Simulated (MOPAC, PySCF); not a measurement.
[Zn(CH3)2], neutral singlet in the gas phase. 

Cartesian coordinates (Å):
```xyz
9

Zn     0.0000     0.0000     0.0000
C     -1.5336     0.8104    -0.8845
H     -1.8227     0.2448    -1.7951
H     -1.3179     1.8541    -1.1957
H     -2.4195     0.8392    -0.2157
C      1.5336    -0.8104     0.8845
H      1.2257    -1.6492     1.5435
H      2.0748    -0.0737     1.5147
H      2.2596    -1.2152     0.1483
```
Charge 0, spin multiplicity 1.

All levels are single points at this geometry (PBE-D3(BJ)/def2-SVP); Pople sets use spherical d functions. Orbital energies aren't observables, and empty levels follow the basis.

B3LYP/LANL2DZ in PySCF gives HOMO (eV) = -6.41.

**Question.** Estimate the HOMO (eV) from each of these levels: PBE-D3(BJ)/def2-TZVP in PySCF; TPSSh-D3(BJ)/def2-TZVP in PySCF; B3LYP/3-21G in PySCF; B3LYP/6-31G* (LANL2DZ on Zn) in PySCF; M06-2X/6-31G* (LANL2DZ on Zn) in PySCF; PBE/6-31G* (LANL2DZ on Zn) in PySCF; SVWN5/6-31G* (LANL2DZ on Zn) in PySCF; HF/3-21G in PySCF; HF/6-31G* (LANL2DZ on Zn) in PySCF; HF/STO-3G in PySCF; PM6 in MOPAC; PM7 in MOPAC.

**Answer.** 
```json
[
 {"level": "PBE-D3(BJ)/def2-TZVP in PySCF", "HOMO (eV)": "-6.04"},
 {"level": "TPSSh-D3(BJ)/def2-TZVP in PySCF", "HOMO (eV)": "-6.51"},
 {"level": "B3LYP/3-21G in PySCF", "HOMO (eV)": "-6.71"},
 {"level": "B3LYP/6-31G* (LANL2DZ on Zn) in PySCF", "HOMO (eV)": "-6.33"},
 {"level": "M06-2X/6-31G* (LANL2DZ on Zn) in PySCF", "HOMO (eV)": "-7.68"},
 {"level": "PBE/6-31G* (LANL2DZ on Zn) in PySCF", "HOMO (eV)": "-5.34"},
 {"level": "SVWN5/6-31G* (LANL2DZ on Zn) in PySCF", "HOMO (eV)": "-5.50"},
 {"level": "HF/3-21G in PySCF", "HOMO (eV)": "-9.64"},
 {"level": "HF/6-31G* (LANL2DZ on Zn) in PySCF", "HOMO (eV)": "-9.57"},
 {"level": "HF/STO-3G in PySCF", "HOMO (eV)": "-2.82"},
 {"level": "PM6 in MOPAC", "HOMO (eV)": "-9.25"},
 {"level": "PM7 in MOPAC", "HOMO (eV)": "-8.86"}
]
```
